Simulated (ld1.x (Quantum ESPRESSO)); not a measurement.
## Logarithmic derivatives: copper, TM

```
Element                 : copper (Cu)
Generator               : ld1.x (Quantum ESPRESSO) 7.5
Type                    : norm-conserving Troullier–Martins (Kleinman–Bylander form)
Functional              : PBE
Relativity              : scalar-relativistic
Frozen core             : [Ne]
Valence charge          : 19
Reference configuration : 3s2 3p6 3d10 4s0 4p0 (charge +1)
Partial waves           : 3s (bound): rc 1.15 bohr; 3d (bound): rc 1.00 bohr; 3p (bound): rc 0.75 bohr
Local potential         : the p channel
Core correction         : none
```

The phase is arctan(r·u′/u) with u = r·R(r), unwrapped; energies in Ry, scanned from -11 to 5 Ry. A pole is an energy at which the radial function vanishes at the test radius. The pseudo phase is shifted by a multiple of π to meet the all-electron one at the reference energy, and phase errors are pseudo minus all-electron; the curves can meet again beyond the range given. Levels narrower than the energy grid can be missing from the lists of poles.

Q: For each channel, where are the poles, and over which energies does the pseudopotential scatter like the atom?

A:

```
channel  radius (bohr)  reference energy (Ry)  poles, all-electron  poles, pseudo  unbroken range about the reference energy with phases within 0.05 rad  phase error 1 Ry above the reference energy (rad)
      s           1.25                  -9.06                -7.87          -7.88                                                              below 0.1                                             -0.001
      p           1.25                  -5.94                -4.46          -4.46                                                        the whole range                                             -0.000
      d           1.25                  -1.00                 1.00           1.02                                                        the whole range                                             +0.001
```

Phases in the s channel:

| E (Ry) | all-electron | pseudo |
| --- | --- | --- |
| -11.00 | 0.950 | 0.945 |
| -10.52 | 0.711 | 0.705 |
| -10.04 | 0.123 | 0.115 |
| -9.56 | -0.778 | -0.780 |
| -9.08 | -1.239 | -1.239 |
| -8.60 | -1.433 | -1.434 |
| -8.12 | -1.535 | -1.536 |
| -7.64 | -1.598 | -1.599 |
| -7.16 | -1.642 | -1.644 |
| -6.68 | -1.675 | -1.677 |
| -6.20 | -1.701 | -1.705 |
| -5.72 | -1.724 | -1.728 |
| -5.24 | -1.744 | -1.750 |
| -4.76 | -1.763 | -1.769 |
| -4.28 | -1.780 | -1.788 |
| -3.80 | -1.797 | -1.807 |
| -3.32 | -1.814 | -1.826 |
| -2.84 | -1.832 | -1.845 |
| -2.36 | -1.850 | -1.866 |
| -1.88 | -1.869 | -1.889 |
| -1.40 | -1.889 | -1.914 |
| -0.92 | -1.911 | -1.942 |
| -0.44 | -1.936 | -1.974 |
| 0.04 | -1.963 | -2.012 |
| 0.52 | -1.994 | -2.056 |
| 1.00 | -2.029 | -2.111 |
| 1.48 | -2.070 | -2.178 |
| 1.96 | -2.119 | -2.263 |
| 2.44 | -2.177 | -2.375 |
| 2.92 | -2.248 | -2.523 |
| 3.40 | -2.336 | -2.719 |
| 3.88 | -2.445 | -2.970 |
| 4.36 | -2.582 | -3.261 |
| 4.84 | -2.753 | -3.550 |
